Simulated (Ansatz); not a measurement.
Several settings on one geometry of CrOF4 (that of the charge 0 singlet, r2SCAN-D4/def2-SVP). Ansatz on 4 threads of Arm Neoverse V1 on a shared host; times are rough.

```xyz
6

Cr    0.0001   -0.0001    0.0403
O     0.0024   -0.0063    1.5631
F     1.6587    0.0128   -0.4034
F    -0.0118    1.6609   -0.3942
F    -1.6600   -0.0096   -0.3983
F     0.0106   -1.6577   -0.4076
```

Totals from different functionals, basis sets or treatments of relativity can't be compared as stabilities.

Question: Give the basis size and estimate the energy, ⟨S²⟩, dipole and time of these runs.

```tsv
run	method	charge	state	further keys
1	RKS ωB97M-V/def2-mTZVPP	0	singlet	scf: {lower_state_search: full}; forces asked
2	RKS B3LYP5/aug-cc-pVDZ	0	singlet	scf: {omitted_lower_state_checks: [starts]}; forces asked
3	RKS PBE/cc-pVDZ	0	singlet	nuclear_model: gaussian; scf: {omitted_lower_state_checks: [starts]}; forces asked
```

Answer: 
```json
{"run": "1", "functions": "153", "energy (Eh)": "-1519.0988", "⟨S²⟩": "–", "dipole (D)": "1.02", "wall time": "27 s"}
{"run": "2", "functions": "174", "energy (Eh)": "-1518.9780", "⟨S²⟩": "–", "dipole (D)": "0.88", "wall time": "7 s"}
{"run": "3", "functions": "113", "energy (Eh)": "-1518.5884", "⟨S²⟩": "–", "dipole (D)": "0.68", "wall time": "2.1 s"}
```

The restricted singlet is unstable towards broken spin symmetry at other levels; at RKS ωB97M-V/def2-mTZVPP, RKS B3LYP5/aug-cc-pVDZ, RKS PBE/cc-pVDZ this wasn't settled.
